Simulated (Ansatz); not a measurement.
Geometry optimisation, RKS PBE/def2-SVP in Ansatz.

The input (input.yaml):

```yaml
crystal:
  periodic: [false, false, false]
  atoms:
    - { symbol: Ge, position_ang: [-0.678899, -0.190009, -0.267442] }
    - { symbol: Cl, position_ang: [0.163917, 0.92825, 2.861893] }
    - { symbol: F, position_ang: [0.819042, -0.917903, 0.259917] }
    - { symbol: Cl, position_ang: [-0.291304, 1.873545, -0.784089] }
    - { symbol: Cl, position_ang: [-1.106555, -1.2235, -2.135927] }
    - { symbol: P, position_ang: [-2.443247, -0.392123, 1.177765] }
    - { symbol: H, position_ang: [-3.312496, -0.795565, 0.105145] }
    - { symbol: H, position_ang: [-2.091387, -1.747403, 1.512576] }
    - { symbol: H, position_ang: [-1.155071, 1.152607, 2.857762] }
basis:
  gaussian: { orbitals: def2-SVP }
hamiltonian:
  xc: pbe
relax:
  f_tol: 0.03
  max_steps: 50
output:
  orbitals: {}
```

Launched with:

```bash
$ ansatz run input.yaml --threads 4 --pin off --max-ram 5120MiB --backend cpu --events-out ev --progress --plain --runs-dir out
```

Where does it end, and by what steps?

The run converged. The force dipped under the threshold on the way, but the program's further checks kept it going. After 26 steps the energy has fallen by 0.197 eV; H9 moved furthest, 1.24 Å.

| step | energy less start (eV) | largest force component (eV/Å) | accepted |
| --- | --- | --- | --- |
| 0 | 0.0000 | 0.934 | yes |
| 1 | -0.0581 | 0.650 | yes |
| 2 | -0.0655 | 0.782 | yes |
| 3 | -0.0740 | 0.468 | yes |
| 4 | -0.0794 | 0.366 | yes |
| 5 | -0.0952 | 0.041 | yes |
| 6 | -0.0986 | 0.131 | yes |
| 7 | -0.1014 | 0.266 | yes |
| 8 | -0.1047 | 0.223 | yes |
| 9 | -0.1142 | 0.041 | yes |
| 10 | -0.0859 | 1.244 | no |
| 11 | -0.1209 | 0.103 | yes |
| 12 | -0.1273 | 0.296 | yes |
| 13 | -0.1341 | 0.538 | yes |
| 14 | -0.1627 | 0.216 | yes |
| 15 | -0.1750 | 0.514 | yes |
| 16 | -0.1857 | 0.206 | yes |
| 17 | -0.1856 | 0.335 | no |
| 18 | -0.1949 | 0.087 | yes |
| 19 | -0.1944 | 0.079 | no |
| 20 | -0.1963 | 0.015 | yes |
| 21 | -0.1967 | 0.037 | yes |
| 22 | -0.1969 | 0.044 | yes |
| 23 | -0.1971 | 0.034 | yes |
| 24 | -0.1973 | 0.035 | yes |
| 25 | -0.1974 | 0.036 | yes |
| 26 | -0.1975 | 0.024 | yes |

```xyz
9
Properties=species:S:1:pos:R:3
Ge -0.826 -0.229 -0.326
Cl -0.567 1.031 3.290
F 0.544 -1.242 0.078
Cl -0.062 1.818 -0.166
Cl -1.236 -0.552 -2.425
P -2.685 -0.616 1.025
H -3.099 -1.647 0.101
H -1.920 -1.536 1.823
H -0.245 1.660 2.187
```

Whether the end is a true minimum wasn't checked by a vibrational analysis.

The run took 51 s on 4 threads of Arm Neoverse V1, on a shared host, peak memory 0.22 GiB.
